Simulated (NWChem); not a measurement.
Molecule: BSiNH6O2; SMILES OB(O)N[SiH3]

```xyz
11

Si    -0.0056    -1.7978    -0.0021
N     -0.7515    -0.2142    -0.0024
B     -0.0146     1.0096    -0.0004
O      1.3490     0.9089     0.0007
O     -0.5750     2.2620     0.0007
H      0.8274    -2.0345     1.2140
H      0.8445    -2.0256    -1.2078
H     -1.1282    -2.7860    -0.0131
H     -1.7634    -0.1852    -0.0022
H      1.7713     1.7726     0.0019
H     -1.5347     2.2647     0.0001
```
Atoms are numbered in this order, from 1.

Level: PBE0/def2-SVP (NWChem), optimised geometry, unscaled harmonic frequencies. 

| frequency (cm⁻¹) | IR intensity (km/mol) |
|---|---|
| 97 | 4.1 |
| 114 | 0.4 |
| 136 | 2.6 |
| 325 | 26.5 |
| 386 | 5.2 |
| 468 | 30.6 |
| 479 | 44.7 |
| 494 | 196.0 |
| 658 | 54.7 |
| 663 | 32.7 |
| 721 | 59.5 |
| 828 | 58.9 |
| 939 | 82.2 |
| 945 | 67.1 |
| 954 | 199.9 |
| 974 | 153.8 |
| 985 | 75.7 |
| 1018 | 127.8 |
| 1204 | 46.0 |
| 1456 | 356.7 |
| 1479 | 626.5 |
| 2229 | 132.2 |
| 2237 | 142.7 |
| 2243 | 85.0 |
| 3672 | 35.1 |
| 3934 | 107.2 |
| 3950 | 73.3 |

The zero-point energy comes out as 48.0 kcal/mol and the thermal correction to the enthalpy at 298.15 K (with zero-point energy) comes out as 53.0 kcal/mol. The heat capacity Cv is 24.8 cal/(mol K) and the entropy at 298.15 K and 1 atm (symmetry number 1) is 81.9 cal/(mol K). The dipole moment comes out as 2.28 D.

Rigid rotor and harmonic oscillator; modes under 100 cm⁻¹ make the entropy uncertain.
